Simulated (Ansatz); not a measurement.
Program: Ansatz. Geometries: PBE0-D4/def2-TZVP. ΔE: electronic, gas phase. CCSD(T)/CBS adds triple-zeta CCSD(T) − MP2 to the extrapolated MP2 energy (def2 sets, frozen cores). This one scheme is used for every species. DFT in def2-TZVPP. def2 core potentials past Kr. For W outer-core shells are correlated without core-valence functions, which leaves a few kJ/mol of doubt a bond.

`[O]=[W](=[O])([Cl])[Cl]` + CH₄ → `[CH3][W](=[O])(=[O])[Cl]` + HCl  (formal exchange of groups at a W–Cl bond)

`[O]=[W](=[O])([Cl])[Cl]`:

Z-matrix (Å, degrees):
```
W
O 1 1.692
Cl 1 2.254 2 109.1
Cl 1 2.254 2 109.2 3 124.4
O 1 1.692 2 106.7 3 -117.8
```

CH₄:

Z-matrix (Å, degrees):
```
C
H 1 1.090
H 1 1.090 2 109.5
H 1 1.090 2 109.5 3 -120.0
H 1 1.090 2 109.5 3 120.0
```

`[CH3][W](=[O])(=[O])[Cl]`:

Cartesian coordinates in Å:
```
C 0.583 -0.266 -0.922
W -0.543 0.291 0.760
O -0.162 1.925 1.016
O -2.159 0.189 0.254
Cl -0.072 -1.033 2.540
H 1.648 -0.175 -0.686
H 0.357 0.371 -1.779
H 0.348 -1.303 -1.183
```

HCl:

```xyz
2

Cl    0.297    0.416    0.384
H    -0.297   -0.416   -0.384
```

| level | ΔE (kcal/mol) | difference from CCSD(T)/CBS |
| --- | --- | --- |
| PBE-D4 | 32.0 | 1.4 |
| BLYP-D4 | 32.7 | 2.1 |
| B97M-V | 34.3 | 3.7 |
| r2SCANh-D4 | 32.8 | 2.2 |
| ωB97M-V | 30.7 | 0.1 |
| PBE-QIDH | 32.5 | 1.9 |
| PBE | 32.1 | 1.5 |
| PBE0 | 31.6 | 1.0 |
| r2SCAN0 | 32.3 | 1.7 |
| CAM-B3LYP | 31.5 | 0.9 |
| RPA@PBE/def2-TZVPP | 29.7 | -0.9 |
| CCSD/def2-SVP | 30.1 | -0.5 |
| CCSD(T)/def2-SVP | 31.0 | 0.4 |
| HF/def2-TZVPP | 31.4 | 0.8 |
| CCSD(T)/def2-TZVPP | 30.2 | -0.4 |
| HF/def2-QZVPP | 31.3 | 0.7 |
| CCSD(T)/CBS | 30.6 | 0 |

Largest T1 diagnostic among the species: 0.023, so the coupled-cluster value is less sure than usual.

From BLYP to BHLYP (50 % exact exchange), in def2-TZVPP and without D4, ΔE moves by −1.0 kcal/mol. Leaving LDA and LC-ωPBE aside and taking each functional with its dispersion term where it has one, the values spread over 3.5 kcal/mol, from ωB97M-V to B97M-V. LDA lies −1.4 kcal/mol from PBE without D4.
